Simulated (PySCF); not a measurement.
TPSSh on Pb⁻ (lead, charge -1), [Xe] 4f14 5d10 6s2 6p3, high-spin 4S determinant. Computed with PySCF 2.14 in aug-cc-pVQZ-PP with one added diffuse shell each of s, p, d, f, g type with ECP60MDF (8s8p6d4f3g, 117 functions), with a scalar-relativistic core potential.

```
cycle= 1 E= -192.821425463458  delta_E= -0.00941  |g|= 0.0162  |ddm|= 0.593
cycle= 2 E= -192.821533699645  delta_E= -0.000108  |g|= 0.00958  |ddm|= 0.0781
cycle= 3 E= -192.821558146009  delta_E= -2.44e-05  |g|= 0.00128  |ddm|= 0.0245
cycle= 4 E= -192.821558522735  delta_E= -3.77e-07  |g|= 0.000959  |ddm|= 0.0113
cycle= 5 E= -192.821559492376  delta_E= -9.7e-07  |g|= 2.8e-05  |ddm|= 0.00408
cycle= 6 E= -192.821559495711  delta_E= -3.33e-09  |g|= 3.02e-06  |ddm|= 0.000772
cycle= 7 E= -192.821559495766  delta_E= -5.51e-11  |g|= 1.14e-07  |ddm|= 0.000102
converged SCF energy = -192.821559495766  <S^2> = 3.7519888  2S+1 = 4.0009943
```

Highest occupied orbital energy: 0.708 eV; ⟨L²⟩ = 0.00; populations by l: s 4.00, p 9.00, d 10.00, f 0.00.

Task: Can this result be used?

Result: With care. The run converged. Energies and moments cover only the electrons outside the core potential. Spin-orbit coupling, which splits the p, d and f shells strongly at this Z, is absent. Spin-orbit coupling is strong in this species (close to jj coupling), so the high-spin LS determinant is a model state, not a physical level. At TPSSh the highest occupied level has a positive energy, so only the finite basis holds that electron; in a semilocal or global hybrid functional this comes from self-interaction and does not mean that the real anion is unbound.
